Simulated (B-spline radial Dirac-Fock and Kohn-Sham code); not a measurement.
## Binding energies of N in different valence configurations

Method: multi-electron Dirac-Fock with separately optimised hole states, Breit and Lamb-shift corrections added in first order. Computed with a B-spline atomic structure program. No correlation.

Reference: the tabulated ground configuration [He] 2s2 2p3, with 2s 24.43 eV.

Shifts from the reference in eV.

| configuration | average energy | 2s |
| --- | --- | --- |
| [He] 2s1 2p4 | +13.05 | +2.59 |
